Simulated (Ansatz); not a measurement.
Reaction (hydrogenolysis of the Si–C bond): `C=C[SiH2]N[SiH2]O` + H₂ → `O[SiH2]N[SiH3]` + `C=C`

Calculated with Ansatz (gas phase, PBE0-D4/def2-TZVP geometries, no zero-point term in ΔE). CCSD(T)/CBS is the MP2 limit (def2-TZVPP, def2-QZVPP) plus CCSD(T) − MP2 in def2-TZVPP, frozen cores. This one scheme is used for every species. Functionals use def2-TZVPP. One conformer a species, not always the lowest.

| level | ΔE (kJ/mol) |
| --- | --- |
| revPBE | -21.4 |
| BHLYP | -29.0 |

(1) What does CCSD(T)/CBS give? (Estimate.)

(2) What do rigid-rotor, harmonic-oscillator terms from PBE0-D4/def2-TZVP frequencies (298.15 K, 1 bar) make of the CCSD(T)/CBS value? (Estimate.)

Largest T1 diagnostic among the species: 0.012.

Answers

(1) Ansatz gave: -11.2 kJ/mol. The listed levels differ from it by -10.2, -17.8 kJ/mol.

(2) The calculation gave: ΔZPE = +15.6 kJ/mol, ΔH = +0.5 kJ/mol, ΔS = 39 J/(mol·K), ΔG = -11.1 kJ/mol. Modes under 50 cm⁻¹ make the entropy rough.

From r2SCAN to r2SCAN0 (25 % exact exchange), in def2-TZVPP and without D4, ΔE moves by −4.0 kJ/mol. Leaving LDA and LC-ωPBE aside and taking each functional with its dispersion term where it has one, the values, not all of them listed here, spread over 19.1 kJ/mol, from B2PLYP to revPBE-D4. LDA lies +10.3 kJ/mol from PBE without D4.

CCSD(T)/CBS has its own doubt, a few kJ/mol and more with outer-core shells, so smaller differences from it don't rank the levels.
